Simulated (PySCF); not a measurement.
## Ionisation energy of As⁺ by level of theory

As⁺ [Ar] 3d10 4s2 4p2 (3P) → As²⁺ [Ar] 3d10 4s2 4p1 (2P), as a difference of total energies. All numbers are calculated (PySCF 2.14, the non-relativistic Hamiltonian (point nucleus), in 6-31G* (5s4p3d, 32 functions)). Correlated levels: valence: [Ar] 3d10 frozen. The calculations carry no spin-orbit coupling.

```csv
method,ionisation energy (eV),difference from reference (eV)
UHF,18.036,-0.553
r2SCAN,18.831,+0.242
MN15,18.746,+0.157
MP2 (valence),18.282,-0.307
SCS-MP2 (valence),18.221,-0.368
CCSD (valence),18.307,-0.282
CCSD(T) (valence),18.314,-0.275
```

Reference: 18.589 eV (measured; NIST Atomic Spectra Database, ionization energies).

These non-relativistic numbers lack the scalar-relativistic shift.

The reference lies between the lowest fine-structure levels, while these numbers refer to the centres of the terms.

Errors of the correlated levels include the incompleteness of this basis and the frozen core.
